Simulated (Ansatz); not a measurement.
The cluster Pt3⁻. Charge -1, multiplicity 2. Geometry PBE-D4/def2-TZVPD.

```xyz
3

Pt    0.6531    1.2196   -0.4895
Pt   -0.4006   -0.1037    1.4047
Pt   -0.2524   -1.1160   -0.9153
```

In the def2 sets Pt takes a core potential; there is no spin–orbit coupling. At PBE-D4/def2-SVPD, revPBE-D4/def2-TZVPD, r2SCAN-D4/def2-TZVPD, PBE0-D4/def2-SVPD and others the charge -1 doublet is spin-contaminated (final ⟨S²⟩ up to 1.50, 0.75 for a pure state). At PBE-D4/def2-SVPD, revPBE-D4/def2-TZVPD, r2SCAN-D4/def2-TZVPD the highest occupied level of the charge -1 doublet lies above zero (up to 0.65 eV). It is a level of β spin, whose loss leaves a triplet; that state wasn't run at this geometry and level. The electron is either unbound and held by the finite basis, or the level is raised by self-interaction error. The geometry of the doublet was relaxed on an unsound state (⟨S²⟩ 1.15, where a pure state has 0.75). The structure comes from a short search, and lower isomers may exist.

Question: Estimate the α-spin orbital energies around the gap (eV) in Ansatz with PBE-D4/def2-SVPD, revPBE-D4/def2-TZVPD, r2SCAN-D4/def2-TZVPD, PBE0-D4/def2-SVPD, BHLYP-D4/def2-TZVPD.

Answer: 
| orbital | PBE-D4/def2-SVPD | revPBE-D4/def2-TZVPD | r2SCAN-D4/def2-TZVPD | PBE0-D4/def2-SVPD | BHLYP-D4/def2-TZVPD |
| --- | --- | --- | --- | --- | --- |
| HOMO−5 | 0.26 | 0.19 | -0.20 | -0.72 | -1.85 |
| HOMO−4 | 0.26 | 0.19 | -0.20 | -0.72 | -1.84 |
| HOMO−3 | 0.30 | 0.23 | -0.16 | -0.63 | -1.75 |
| HOMO−2 | 0.30 | 0.23 | -0.14 | -0.63 | -1.75 |
| HOMO−1 | 0.35 | 0.29 | -0.14 | -0.52 | -1.71 |
| HOMO | 0.59 | 0.54 | 0.32 | -0.39 | -1.37 |
| LUMO | 0.85 | 0.81 | 0.90 | 1.73 | 2.30 |
| LUMO+1 | 0.85 | 0.82 | 0.92 | 1.74 | 2.30 |
| LUMO+2 | 3.27 | 2.73 | 2.95 | 4.00 | 3.53 |
| LUMO+3 | 3.45 | 2.88 | 3.23 | 4.20 | 3.70 |
| LUMO+4 | 4.07 | 3.11 | 3.48 | 4.82 | 3.81 |
| LUMO+5 | 4.07 | 3.11 | 3.48 | 4.82 | 3.81 |
| β HOMO | 0.65 | 0.59 | 0.26 | -0.31 | -1.41 |
| β LUMO | 1.08 | 1.05 | 1.19 | 2.06 | 2.59 |
